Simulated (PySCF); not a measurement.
# Radial density of Be²⁺ (beryllium, charge +2)

UHF, 1s2, closed-shell 1S. Computed with PySCF 2.14 in def2-TZVP (5s3p1d, 19 functions), with the non-relativistic Hamiltonian (point nucleus).

| r (bohr) | 4πr²ρ (e/bohr) |
| --- | --- |
| 0.00661 | 0.01782 |
| 0.0111 | 0.04881 |
| 0.0187 | 0.1296 |
| 0.0314 | 0.3319 |
| 0.0529 | 0.7920 |
| 0.0889 | 1.690 |
| 0.150 | 2.984 |
| 0.252 | 3.884 |
| 0.423 | 3.084 |
| 0.712 | 1.099 |
| 1.20 | 0.1052 |
| 2.01 | 0.001010 |
